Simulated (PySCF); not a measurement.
Compound: C₄H₈NOSi₂ (doublet state).
Atom-mapped SMILES: `[CH3:1][C:2]#[C:3][SiH:4][N:5]([SiH3:6])[CH:7]=[O:8]` (hydrogens: H9, H10, H11 on C1; H12 on Si4; H13, H14, H15 on Si6; H16 on C7)

Geometry (GFN2-xTB, Å), atoms numbered from 1 in this order:
```
atom  x, y, z in Å
C1     3.4505   -0.3575    0.8060
C2     2.2411   -0.0322    0.0851
C3     1.2087    0.1792   -0.5105
Si4   -0.2550    0.7994   -1.4161
N5    -1.6586    0.3607   -0.3815
Si6   -1.7132   -0.6916    1.0075
C7    -2.6932    1.0264   -0.8879
O8    -2.5353    1.7759   -1.8361
H9     3.2079   -0.9152    1.7108
H10    3.9764    0.5564    1.0847
H11    4.1068   -0.9645    0.1823
H12   -0.4679    0.2440   -2.7429
H13   -3.1139   -0.7407    1.4229
H14   -0.8574   -0.1004    2.0321
H15   -1.2326   -1.9989    0.5678
H16   -3.6718    0.8679   -0.4177
```

The hyperfine couplings belong to this conformer and change with its torsions.

Level of theory: UKS B3LYP, pcH-1 on C H N O Si, non-relativistic, mean-field spin-orbit, GIAO (PySCF). One conformer (not necessarily the lowest) at the GFN2-xTB geometry, without solvent, vibrations or thermal averaging. A GFN2-xTB geometry isn't a minimum of the functional, and hyperfine couplings can be far from their values at a DFT geometry, by a factor of two or more for some ions and for spin on atoms past the first row. No stability test was run, so a lower SCF solution isn't excluded.

Q: The isotropic 13C couplings are +40.2, +17.6, -6.1, +1.1 MHz. Assign them to C1; C2; C3; C7.

A: 
```json
{"site": "C1", "a_iso (MHz)": "-6.1", "ρ(0) (bohr⁻³)": "-0.0054", "position": "3 bonds from Si4", "distance from Si4 (Å)": "4.47", "spin population": "-0.01", "largest |T| (MHz)": "0.5"}
{"site": "C2", "a_iso (MHz)": "+17.6", "ρ(0) (bohr⁻³)": "+0.0157", "position": "2 bonds from Si4", "distance from Si4 (Å)": "3.03", "spin population": "+0.18", "largest |T| (MHz)": "27.8"}
{"site": "C3", "a_iso (MHz)": "+40.2", "ρ(0) (bohr⁻³)": "+0.0357", "position": "1 bond from Si4", "distance from Si4 (Å)": "1.83", "spin population": "-0.09", "largest |T| (MHz)": "11.6"}
{"site": "C7", "a_iso (MHz)": "+1.1", "ρ(0) (bohr⁻³)": "+0.0009", "position": "2 bonds from Si4", "distance from Si4 (Å)": "2.51", "spin population": "+0.01", "largest |T| (MHz)": "4.1"}
```

Q: Match the computed a_iso(29Si) values -728.2, -4.3 MHz with the sites Si4; Si6.

A: 
```
site  a_iso (MHz)  ρ(0) (bohr⁻³)                 position  distance from Si4 (Å)  spin population  largest |T| (MHz)
 Si4       -728.2        +0.8206  largest spin population                   0.00            +0.82              150.7
 Si6         -4.3        +0.0048         2 bonds from Si4                   3.20             0.00                1.0
```

Q: The isotropic 1H couplings, averaged over equivalent nuclei, are +71.1, +14.0, +4.0, +1.1 MHz. Assign them to H9/H10/H11; H12; H13/H14/H15; H16.

A: 
| site | a_iso (MHz) | ρ(0) (bohr⁻³) | position | distance from Si4 (Å) | bound to | spin population there | largest \|T\| (MHz) |
| --- | --- | --- | --- | --- | --- | --- | --- |
| H9/H10/H11 | +14.0 | +0.0031 | 4 bonds from Si4 | 4.95 | C1 | -0.01 | 2.3 |
| H12 | +71.1 | +0.0159 | 1 bond from Si4 | 1.45 | Si4 | +0.82 | 8.0 |
| H13/H14/H15 | +1.1 | +0.0002 | 3 bonds from Si4 | 3.83 | Si6 | 0.00 | 1.8 |
| H16 | +4.0 | +0.0009 | 3 bonds from Si4 | 3.56 | C7 | +0.01 | 3.9 |

ρ(0) is the spin density at the nucleus and T the dipolar tensor; a_iso includes a spin–orbit part; entries for several nuclei are means. The Mulliken spin populations are largest on Si4 (+0.82), C2 (+0.18) and C3 (-0.09). The positive populations add up to 1.10 and the negative ones to -0.10, together 2S = 1. The angles at Si4 add up to 329.5°, so it is pyramidal.

Examples of negative spin density at the nucleus (bohr⁻³): C1 (-0.0054).

Means are taken over nuclei equivalent by connectivity, which assumes that they swap fast. The three 1H nuclei of mean +14.0 MHz run from 5.8 to 27.4 MHz in the frozen geometry.
